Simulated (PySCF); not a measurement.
C4H5FSi, SMILES F[SiH2]/C=C\C#C. Atoms are numbered in the order given.

```xyz
11

C     -1.0204    -2.6712     0.0000
C      0.0134    -2.0398     0.0000
C      1.2074    -1.2347     0.0000
C      1.1512     0.1088     0.0000
Si    -0.4793     1.0238     0.0000
F     -0.1321     2.6192     0.0000
H     -1.9342    -3.2399     0.0000
H      2.1641    -1.7712     0.0000
H      2.0942     0.6688     0.0000
H     -1.2676     0.7286     1.2244
H     -1.2676     0.7286    -1.2244
```

The structure is a stationary point at ωB97X-D3(BJ)/def2-SVP. The structure was generated by enumeration; whether it is a known compound was not checked. Other conformers were not sampled.

Two levels are set side by side: PBE/pcSseg-1 (PySCF) and PBE0/pcSseg-1 (PySCF). GIAO shifts against CFCl3 (¹⁹F), TMS (²⁹Si), TMS (¹H), TMS (¹³C) at the same level; non-relativistic, no solvent, atoms listed together averaged. Differences are taken from unrounded values.

```csv
quantity,PBE
δ(¹³C) of C1 (ppm),93.9
δ(¹³C) of C2 (ppm),88.3
δ(¹³C) of C3 (ppm),134.7
δ(¹³C) of C4 (ppm),150.5
δ(²⁹Si) of Si5 (ppm),-4.5
δ(¹⁹F) of F6 (ppm),-254.2
δ(¹H) of H7 (ppm),3.63
δ(¹H) of H8 (ppm),6.64
δ(¹H) of H9 (ppm),6.80
"δ(¹H) of H10, H11 (ppm)",5.97
```

Task: These are the PBE values. What does PBE0 give? (The exact figures need the calculation; the answer reports its results.)

Result: 
```
quantity                   PBE0  PBE minus PBE0
-----------------------  ------  --------------
δ(¹³C) of C1 (ppm)         96.1            -2.2
δ(¹³C) of C2 (ppm)         85.6             2.7
δ(¹³C) of C3 (ppm)        137.8            -3.0
δ(¹³C) of C4 (ppm)        152.0            -1.6
δ(²⁹Si) of Si5 (ppm)       -5.7             1.2
δ(¹⁹F) of F6 (ppm)       -231.4           -22.8
δ(¹H) of H7 (ppm)          3.72           -0.09
δ(¹H) of H8 (ppm)          6.66           -0.02
δ(¹H) of H9 (ppm)          6.88           -0.08
δ(¹H) of H10, H11 (ppm)    5.73            0.25
```

Rough cost on one machine, each run with all the roots and properties that it gave: PBE0 against PBE within a factor of 2.
